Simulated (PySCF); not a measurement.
Species: C6H8FN.
Cartesian coordinates in Å at the GFN2-xTB level; atoms count from 1:
```xyz
16
C6H8FN angstrom
N      2.8747   -0.0393    0.7865
C      1.8925   -0.0657    0.0042
C      0.6156   -0.6339    0.4470
C     -0.2754   -1.3385   -0.5684
F     -0.9254   -2.4648   -0.1615
C     -0.6765   -0.0390   -0.0215
C     -1.8658    0.5770    0.6057
C     -1.1547    1.2640   -0.5364
H      3.7259    0.3735    0.4136
H      1.8876    0.3216   -1.0266
H      0.6408   -1.0510    1.4461
H      0.0515   -1.4513   -1.5964
H     -1.7613    0.9933    1.5964
H     -2.8299    0.1277    0.4184
H     -1.6370    1.2901   -1.5027
H     -0.5702    2.1451   -0.3159
```

Level of theory: TDDFT PBE0/def2-SVPD, vertical, gas phase, core orbitals frozen in the response in PySCF 2.14.0, density-fitted response routines.

Broadening: Gaussians 0.5 eV wide at half height, area fixed by f = 4.319×10⁻⁹ ∫ε dν̃. The width is an assumption, not a result. The curve ends short of the highest state used, and states not computed would add to its high-energy end.

```tsv
λ (nm)	ε (L mol⁻¹ cm⁻¹)
180.1	9403
181.8	9588
183.6	9655
185.4	9378
187.1	8681
188.9	7508
190.7	6053
192.5	4543
194.2	3247
196.0	2130
197.8	1309
199.6	756
201.3	427
203.1	220
204.9	108
206.7	51
208.4	24
210.2	11
212.0	5
213.7	4
215.5	5
217.3	8
219.1	12
220.8	19
222.6	27
224.4	37
226.2	50
227.9	62
229.7	75
231.5	87
233.3	97
235.0	104
236.8	107
238.6	107
240.4	104
242.1	98
243.9	89
245.7	78
247.4	68
249.2	57
251.0	46
252.8	37
254.5	29
256.3	22
258.1	16
259.9	12
261.6	9
263.4	6
265.2	4
267.0	3
268.7	2
270.5	1
272.3	1
274.0	1
275.8	0
277.6	0
```

Task: Locate the maxima and give the states behind the curve.

Result: 238 nm (5.22 eV), ε about 110, made up of S1 (100%); 183 nm (6.77 eV), ε about 9700, made up of S2 (78%) and S4 (19%) (ε in L mol⁻¹ cm⁻¹; maxima over ε = 5, shares over 10%). The states used: S1 5.22 eV (f 0.0020); S2 6.68 eV (f 0.154); S3 7.03 eV (f 0.0092); S4 7.10 eV (f 0.118); S5 7.41 eV (f 0.043); S6 7.49 eV (f 0.0050).

Task: On this curve, what absorbance would a 10⁻³ mol/L sample give at 222 nm over a 1 cm path?

Result: 222 nm is 5.585 eV, where ε is about 24 L mol⁻¹ cm⁻¹, so A = ε c l ≈ 0.024 (Beer–Lambert, with the gas-phase spectrum and the assumed width).

Task: What would ε be at 6.77 eV, the highest of these maxima, with half the width (0.25 eV)?

Result: About 11500 L mol⁻¹ cm⁻¹ against 9660, a factor of about 1.2; a lone state at its own centre would give exactly 2.

Task: Coming from long wavelengths, where does ε first pass 100 L mol⁻¹ cm⁻¹?

Result: At about 241 nm (5.13 eV), 0.08 eV below S1.

One conformer stands for the species.
